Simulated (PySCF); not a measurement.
Bonding in `CN=P1(C)CCC(=O)CC1`

Compound: C7H14NOP.
Numbering: `[CH3:1][N:2]=[P:3]1([CH3:4])[CH2:5][CH2:6][C:7](=[O:8])[CH2:9][CH2:10]1` (hydrogens: H11, H12, H13 on C1; H14, H15, H16 on C4; H17, H18 on C5; H19, H20 on C6; H21, H22 on C9; H23, H24 on C10)

Cartesian coordinates in Å at the GFN2-xTB level; atoms count from 1:
```
atom  x, y, z in Å
C1    -2.606    0.686   -1.061
N2    -1.415    0.911   -0.269
P3    -0.537   -0.154    0.454
C4    -1.253   -1.284    1.738
C5     0.777    0.786    1.300
C6     1.646    1.457    0.236
C7     2.307    0.427   -0.652
O8     3.503    0.278   -0.694
C9     1.354   -0.413   -1.475
C10    0.511   -1.310   -0.567
H11   -2.424    0.070   -1.947
H12   -2.946    1.667   -1.397
H13   -3.417    0.225   -0.488
H14   -1.940   -1.977    1.253
H15   -1.814   -0.670    2.441
H16   -0.485   -1.845    2.264
H17    0.311    1.542    1.935
H18    1.372    0.113    1.923
H19    0.999    2.089   -0.376
H20    2.418    2.072    0.704
H21    1.929   -1.009   -2.187
H22    0.682    0.257   -2.020
H23    1.144   -1.938    0.061
H24   -0.130   -1.960   -1.169
```

Bond orders from the PBE0/pcSseg-1 density (PySCF). Geometry: GFN2-xTB, one conformer, isolated molecule.

Q: How far do the computed orders between heavy atoms stray from the drawn ones?

A: The largest departure is 0.301, at N2–P3 (drawn double, 1.699). Drawn single, order below 0.88: C10–P3 (0.850). Drawn double or triple, more than 0.30 short of the drawn order: N2–P3 (1.699).

Q: Set the Mayer orders of the bonds between heavy atoms beside their lengths.

A: 
| bond | drawn as | length (Å) | Mayer order |
| --- | --- | --- | --- |
| C1–N2 | single | 1.448 | 0.988 |
| N2–P3 | double | 1.558 | 1.699 |
| P3–C4 | single | 1.854 | 0.942 |
| P3–C5 | single | 1.824 | 0.941 |
| C5–C6 | single | 1.529 | 1.023 |
| C6–C7 | single | 1.512 | 0.975 |
| C7–O8 | double | 1.205 | 2.038 |
| C7–C9 | single | 1.514 | 0.971 |
| C9–C10 | single | 1.529 | 1.014 |
| C10–P3 | single | 1.865 | 0.850 |

Bonds between the same two heavy elements. C–P: lowest C10–P3 (0.850, 1.865 Å), highest P3–C4 and P3–C5 (0.942, 1.854 Å). C–C: lowest C7–C9 (0.971, 1.514 Å), highest C5–C6 (1.023, 1.529 Å); in 4 of the 6 pairs the longer bond (by over 0.003 Å) has the higher order (by 0.02 or more). Bonds named together lie within 0.004.

Q: And the bonds to hydrogen?

A: C–H: 0.91 to 0.97 (14 bonds).

Q: Sum the orders of all bonds at each heavy atom with more than one neighbour and set the sums beside the valence in the SMILES.

A: C1 3.882 (drawn 4), N2 2.687 (drawn 3), P3 4.432 (drawn 5), C4 3.774 (drawn 4), C5 3.824 (drawn 4), C6 3.851 (drawn 4), C7 3.984 (drawn 4), C9 3.843 (drawn 4), C10 3.729 (drawn 4). Orders between atoms that aren't bonded are not in these sums.

Mayer orders depend on the basis set.

The run behind these numbers computed NMR shieldings as well. Hardware: one thread of an Arm Neoverse N1, shared host. Cost: 1.9 min of wall time, 1.2 GiB resident at most.
